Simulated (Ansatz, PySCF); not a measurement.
Energy difference R1 + 4 R2 + R3 → 2 P1 + P2 + 2 P3, each structure at its B3LYP-D3(BJ)/def2-TZVP stationary point, reached from a drawn start (curvature not checked).
R1, C4H4O (SMILES c1ccoc1) (charge 0, multiplicity 1):
```xyz
9

C      0.3901     0.9410    -0.1132
C     -0.9325     0.3927    -0.1635
C     -0.7998    -0.9358     0.0686
O      0.5101    -1.2543     0.2601
C      1.2202    -0.0982     0.1460
H      0.6768     1.9695    -0.2517
H     -1.8523     0.9210    -0.3479
H     -1.4972    -1.7520     0.1283
H      2.2845    -0.1840     0.2733
```
P1, C2H4 (SMILES C=C) (charge 0, multiplicity 1):
| atom | x (Å) | y (Å) | z (Å) |
|---|---|---|---|
| C | 0.0000 | 0.0000 | 0.6623 |
| C | 0.0000 | 0.0000 | -0.6623 |
| H | 0.0000 | 0.9216 | 1.2318 |
| H | 0.0000 | -0.9216 | 1.2318 |
| H | 0.0000 | 0.9216 | -1.2318 |
| H | 0.0000 | -0.9216 | -1.2318 |
P2: C2H6 (SMILES CC), charge 0, multiplicity 1.
P3, CH4O (SMILES CO) (charge 0, multiplicity 1):
```csv
atom,x (Å),y (Å),z (Å)
C,-0.1421,0.3337,0.0000
O,-0.1322,-1.0869,0.0000
H,-1.1869,0.6411,0.0000
H,0.7811,-1.3893,0.0000
H,0.3401,0.7508,0.8912
H,0.3401,0.7508,-0.8912
```
R2, CH4 (SMILES C) (charge 0, multiplicity 1, Z-matrix in Å and degrees):
```
C
H 1 1.0893
H 1 1.0893 2 109.47
H 1 1.0893 2 109.47 3 -120.00
H 1 1.0893 2 109.47 3 120.00
```
R3: H2O (SMILES O), charge 0, multiplicity 1.

P less R. No zero-point or thermal terms.

Cores are frozen in the correlated methods.

Codes used: Ansatz (Gaussian orbitals); PySCF for the D3/D4 terms. Each number belongs to the level named beside it.

| level | reaction energy (eV) |
|---|---|
| revPBE/def2-TZVPP | 1.990 |
| revPBE-D4/def2-TZVPP | 2.016 |
| B97M-V/def2-TZVPP | 2.022 |
| BHLYP-D3(BJ)/def2-TZVPP | 1.658 |
| BHLYP-D4/def2-TZVPP | 1.684 |
| wB97X-V/def2-TZVPP | 1.808 |
| MP2/cc-pVTZ | (withheld) |
| CCSD(T)/cc-pVTZ | (withheld) |
| CCSD(T)/cc-pVQZ | (withheld) |

### Question
What belongs in the gaps?

### Answer

- MP2/cc-pVTZ, reaction energy (eV): 2.125
- CCSD(T)/cc-pVTZ, reaction energy (eV): 1.801
- CCSD(T)/cc-pVQZ, reaction energy (eV): 1.797

Ansatz is a first-principles code.
